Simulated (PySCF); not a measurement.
**Re²⁺ (rhenium, charge +2) across methods**

[Xe] 4f14 5d5, high-spin 6S determinant. All numbers are calculated (PySCF 2.14, a scalar-relativistic core potential, in aug-cc-pVTZ-PP with ECP60MDF (6s6p5d3f2g, 88 functions)).

| method | E (hartree) | mean ε 5p α (eV) | mean ε 5p β (eV) | mean ε 5d α (eV) | Σ⟨r²⟩ (bohr²) | ⟨S²⟩ |
| --- | --- | --- | --- | --- | --- | --- |
| r2SCAN | -77.6230 | -66.140 | -61.788 | -23.023 | 30.66 | 8.752 |
| PBE0 | -77.5787 | -68.036 | -63.473 | -24.255 | 30.78 | 8.751 |
| TPSS | -77.5702 | -64.813 | -61.385 | -22.622 | 30.90 | 8.751 |
| wB97X-V | -77.5368 | -70.359 | -66.261 | -26.407 | 30.76 | 8.751 |
| BLYP | -77.5467 | -64.364 | -61.267 | -22.392 | 31.06 | 8.750 |
| PBE | -77.5991 | -64.508 | -61.252 | -22.725 | 30.99 | 8.751 |
| revPBE | -77.6490 | -64.473 | -61.248 | -22.680 | 30.92 | 8.751 |
| UHF | -77.04232 | -77.847 | -68.856 | -28.190 | 30.58 | 8.753 |

Estimate the same row for LDA.

E (hartree) = -77.3856; mean ε 5p α (eV) = -64.471; mean ε 5p β (eV) = -61.309; mean ε 5d α (eV) = -22.801; Σ⟨r²⟩ (bohr²) = 31.23; ⟨S²⟩ = 8.750.

Energies and moments cover only the electrons outside the core potential. Spin-orbit coupling, which splits the p, d and f shells strongly at this Z, is absent.
